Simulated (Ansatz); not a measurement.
(MgO)n off (charge +1): PBE-D4/def2-SVP single points in Ansatz on relaxed structures, gas phase. Each cluster is the lowest isomer that a short search found in that spin, judged at the geometry's level, and lower ones may exist. HOMO and LUMO are taken over both spins. The structures are stationary points that may keep the symmetry of their start.

| species | atoms | state | geometry | HOMO (eV) | LUMO (eV) | gap (eV) | point group (within 0.1 Å) |
| --- | --- | --- | --- | --- | --- | --- | --- |
| Mg3O2⁺ | 5 | doublet | PBE-D4/def2-SVP | -8.52 | -7.74 | 0.78 | C2v |
| Mg3O3⁺ | 6 | doublet | r2SCAN-D4/def2-SVP | -8.60 | -7.69 | 0.90 | C2v |
| Mg5O4⁺ | 9 | doublet | r2SCAN-D4/def2-SVP | -7.67 | -7.16 | 0.51 | C2 |

The gap (eV) runs from 0.51 (Mg5O4⁺) to 0.90 (Mg3O3⁺).
